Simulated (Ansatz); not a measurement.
**Energy profile**

The step: Si₂H₃ClF₂ ([F][Si]([F])([SiH3])[Cl]) → SiH₃Cl ([SiH3][Cl]) + SiF₂; bonds formed: Si1–Cl3; bonds broken: Si1–Si2, Si2–Cl3 (atoms numbered as in the saddle structure below).

| atom | x (Å) | y (Å) | z (Å) |
| --- | --- | --- | --- |
| Si1 | -0.7006 | -0.6512 | 0.7246 |
| Si2 | 0.3668 | 0.8884 | -0.9871 |
| Cl3 | 1.6032 | -0.4351 | 0.4780 |
| F4 | 1.0117 | 0.4536 | -2.3789 |
| F5 | 1.0165 | 2.3160 | -0.7006 |
| H6 | -1.4395 | 0.4612 | 1.3667 |
| H7 | -1.4454 | -1.4023 | -0.3130 |
| H8 | -0.4126 | -1.6306 | 1.8102 |

Electronic energies by CCSD(T) at an estimated basis limit (MP2 extrapolated from triple and quadruple zeta, plus CCSD(T) − MP2 in triple zeta), on PBE0-D4/def2-TZVP structures; Si2H3ClF2, closed shell; no counterpoise correction. Program: Ansatz 0.2.0. Basis: def2-TZVPP and def2-QZVPP. Cores are frozen in the correlated methods. Extrapolation: Hartree–Fock as exp(−7.88 √X), correlation as X^−2.97.

Question: Give the profile in kcal/mol, counted from the start structure. (Judge from chemistry; the value comes from the calculation.)

Answer: Computed:
```csv
point,kcal/mol
start structure,0.00
saddle,49.35
end structure,32.73
"separated: SiH3Cl (linked as [SiH3][Cl]; Si1, Cl3, H6, H7, H8; singlet) + SiF2 (linked as [F][Si][F]; Si2, F4, F5; singlet)",34.74
```

No T1 diagnostic of these runs exceeds 0.015. The restricted Hartree–Fock reference is unstable towards an unrestricted one at one or more of these structures. The start structure is not quite a true minimum (one mode of 90i cm⁻¹).

Losses and insertions of silylenes and their heavier kin drive the gas-phase chemistry of silicon and germanium vapour deposition.

For scale, one of the runs: CCSD(T)/def2-TZVPP, 230 basis functions (an equivalent command: `ansatz run in.yaml --threads 4`). Time: 2 min of wall clock on 4 CPU threads; the host was shared. Peak host memory: 3.7 GiB.
